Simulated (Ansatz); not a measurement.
Ansatz (a program for electronic structure) input (CCSD(T)/6-31G):

Ansatz 0.2 input:
```yaml
crystal:
  periodic: [false, false, false]
  atoms:
    - {symbol: Si, position_ang: [-0.05414938, 0.00276481, 0.27096432]}
    - {symbol: O, position_ang: [-0.74282200, 1.47068977, -0.06280772]}
    - {symbol: O, position_ang: [-0.70629426, -1.26985054, -0.50913158]}
    - {symbol: O, position_ang: [1.53322845, -0.12009127, -0.07331810]}
    - {symbol: H, position_ang: [-0.35731143, 0.04087274, 1.72829268]}
    - {symbol: H, position_ang: [-1.66408836, -1.33070608, -0.54675634]}
    - {symbol: H, position_ang: [2.10659360, 0.60514236, 0.18702234]}
basis:
  gaussian:
    orbitals: 6-31G
magnetization: {spin_polarized: true, initial_magnetization: 1}
correlation: {method: ccsd_t, electrons: outside_noble_gas}
```

End of the output:

```
mean field evaluation 64: about -14017.7423 eV, gradient 4.2e-3 eV
mean field evaluation 96: about -14018.1239 eV, gradient 1.0e-3 eV
mean field evaluation 128: about -14018.1239 eV, gradient 1.3e-3 eV
mean field -14018.12389109 eV, -515.1565511719 hartree, gradient 2.6e-6 eV, S^2 0.754864; 5 other end points of the search recorded, 0 dependent functions left out
determinant -14018.12389109 eV, -515.1565511719 hartree, with singles and doubles -14028.98436813 eV, -515.5556663418 hartree
determinant -14017.74226642 eV, -515.1425267239 hartree, with singles and doubles -14028.55152561 eV, -515.5397596726 hartree
determinant -14018.12389109 eV, -515.1565511719 hartree, with singles and doubles -14028.98742250 eV, -515.5557785877 hartree
determinant -14017.74226642 eV, -515.1425267239 hartree, with singles and doubles -14028.55285192 eV, -515.5398084133 hartree
8 core orbitals not correlated
reference -14018.12389109 eV, -515.1565511719 hartree; 13, 12 occupied and 25, 26 virtual orbitals, 461 factors
second order -10.37768122 eV of doubles, -0.00000000 eV of singles
coupled cluster: 0.21 GiB planned
cycle   1  -10.86352561 eV  change    5.8e-6 eV  update   3.5e-6
perturbative correction -0.17493230 eV, -0.0064286434 hartree
Total energy: -14029.16234900 eV, -515.5622070180 hartree
```

It need not be the lowest isomer of its formula.
